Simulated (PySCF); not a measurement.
W(O)2(Me)2 (C₂H₆O₂W), SMILES [CH3][W]([CH3])(=[O])=[O], multiplicity 1.

Geometry: PBE-D3(BJ)/def2-SVP. The multiplicity is an assumed one; no other spin state was optimised. The structure was generated by enumeration; whether it is a known compound was not checked. The def2 effective core potentials stand for the cores of W; spin–orbit coupling is left out.

All values below come from PBE-D3(BJ)/def2-SVP in PySCF.

Frequencies are harmonic and unscaled.

Computed vibrational spectrum:
| mode | ν (cm⁻¹) | IR (km/mol) | moving atoms (share of kinetic energy) |
|---|---|---|---|
| 1 | 117 | 0.0 | H 98 % |
| 2 | 120 | 0.4 | H 95 % |
| 3 | 151 | 0.7 | C 56 %, H 37 % |
| 4 | 175 | 0.0 | O 31 %, C 31 %, H 26 %, W 12 % |
| 5 | 210 | 0.0 | O 59 %, C 21 %, H 20 % |
| 6 | 217 | 5.3 | O 67 %, W 12 %, H 11 %, C 10 % |
| 7 | 319 | 3.1 | O 91 % |
| 8 | 500 | 19.2 | H 55 %, C 41 % |
| 9 | 551 | 16.4 | C 70 %, H 23 % |
| 10 | 593 | 34.1 | H 48 %, C 41 %, W 9 % |
| 11 | 618 | 15.9 | H 75 %, C 24 % |
| 12 | 640 | 0.0 | H 78 %, C 20 % |
| 13 | 645 | 5.0 | H 78 %, C 19 % |
| 14 | 964 | 147.6 | O 87 %, W 12 % |
| 15 | 993 | 61.9 | O 93 % |
| 16 | 1154 | 13.9 | H 78 %, C 21 % |
| 17 | 1163 | 6.3 | H 79 %, C 21 % |
| 18 | 1335 | 24.4 | H 94 % |
| 19 | 1345 | 5.6 | H 95 % |
| 20 | 1351 | 0.0 | H 95 % |
| 21 | 1357 | 21.5 | H 95 % |
| 22 | 2948 | 9.5 | H 97 % |
| 23 | 2950 | 0.0 | H 97 % |
| 24 | 3050 | 0.0 | H 91 %, C 9 % |
| 25 | 3051 | 1.6 | H 91 %, C 9 % |
| 26 | 3067 | 0.0 | H 91 %, C 9 % |
| 27 | 3067 | 1.0 | H 91 %, C 9 % |
